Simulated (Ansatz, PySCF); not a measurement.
This Ansatz (an electronic-structure program) input computes a BLYP/def2-TZVPD energy:

Ansatz 0.2 input:
```yaml
crystal:
  periodic: [false, false, false]
  atoms:
    - {symbol: O, position_ang: [0.43423239, -0.69934071, -1.18515025]}
    - {symbol: S, position_ang: [-0.28043456, 0.01828149, 0.09132429]}
    - {symbol: O, position_ang: [0.26531555, -0.57106084, 1.29921777]}
    - {symbol: O, position_ang: [-0.22585736, 1.43341129, -0.18149112]}
    - {symbol: H, position_ang: [0.69742826, -1.59658158, -0.92180003]}
basis:
  gaussian:
    orbitals: def2-TZVPD
hamiltonian:
  xc: {name: BLYP}
magnetization: {spin_polarized: true, initial_magnetization: 1}
output: {forces: true}
```

Question: Write an input for the same energy in PySCF and say what it gives.

Answer: 
```python
from pyscf import gto, scf, dft

mol = gto.M(
    atom='''
    O     0.43423239   -0.69934071   -1.18515025
    S    -0.28043456    0.01828149    0.09132429
    O     0.26531555   -0.57106084    1.29921777
    O    -0.22585736    1.43341129   -0.18149112
    H     0.69742826   -1.59658158   -0.92180003
    ''',
    basis='def2-tzvpd',
    charge=0,
    spin=1,
    verbose=4,
)

mf = dft.UKS(mol, xc='blyp').density_fit(auxbasis='def2-universal-jkfit')
mf.grids.level = 3
mf.conv_tol = 1e-9
mf.max_cycle = 100
mf.max_memory = 1500
mf.kernel()
if not mf.converged:
    mf = mf.newton()
    mf.kernel(mf.make_rdm1())
for _ in range(2):
    mo, _, stable, _ = mf.stability(return_status=True)
    if stable:
        break
    mf.kernel(mf.make_rdm1(mo, mf.mo_occ))
mf.analyze()
```
It gives -624.51506 Eh, and Ansatz -624.51499 Eh, a difference of 0.07 mEh, from the treatment of integrals and grids.

It need not be the lowest isomer of its formula.
